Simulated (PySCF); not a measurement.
Working with the constants of SeH

PBE0 constants of SeH, ²Π (doublet), unpaired electrons π ↑ (basis H cc-pVTZ, Se cc-pVTZ-PP with ECP10; scalar-relativistic core potentials; PySCF 2.14; masses 1.0078 and 79.9165 u):

| Item | Value |
| --- | --- |
| ωe | 2422.5 cm⁻¹ |
| ωexe | 37.0 cm⁻¹ |
| Be | 7.8275 cm⁻¹ |
| αe | 0.203 cm⁻¹ |
| De to H + Se | 3.32 eV |

(1) What force constant and bond length do these constants imply?

(2) Estimate the centrifugal constant D from the Kratzer relation and find the Dunham coefficient a1.

Spin–orbit coupling is left out. The state was picked by a PBE0 search and need not be the measured ground state.

Answers

(1) Reduced mass μred = 0.99527 u; k = 5.8918×10⁻⁷·μred·ωe² (u, cm⁻¹, mdyn/Å) = 3.44 mdyn/Å; Re = √(16.8576/(μred·Be)) (u, cm⁻¹, Å) = 1.471 Å.

(2) D = 4Be³/ωe² = 0.000327 cm⁻¹; a1 = −1 − αeωe/(6Be²) = -2.34.
